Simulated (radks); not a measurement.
Results of a calculation; reference values are marked as such.
Task: N+, 6 electrons, occupied as [He] 2s2 2p2. Level of theory: Dirac Kohn-Sham, BP86, spin-unpolarised, spherical densities, finite nucleus; open shells fill j = l - 1/2 first; Fermi nuclear charge, rms radius 2.5582 fm (a radial shooting solver on a logarithmic mesh with Libxc functionals). Some entries of the table are withheld. Estimate them.

orbital,occ.,eigenvalue (eV),<r> (bohr)
1s1/2,2,-402.1077,(1)
2s1/2,2,(2),(3)
2p1/2,2,(4),(5)
2p3/2,0,(6),(7)

Result: 
(1) 1s1/2 <r> (bohr): 0.2295
(2) 2s1/2 eigenvalue (eV): -32.5585
(3) 2s1/2 <r> (bohr): 1.244
(4) 2p1/2 eigenvalue (eV): -20.7774
(5) 2p1/2 <r> (bohr): 1.273
(6) 2p3/2 eigenvalue (eV): -20.7533
(7) 2p3/2 <r> (bohr): 1.274
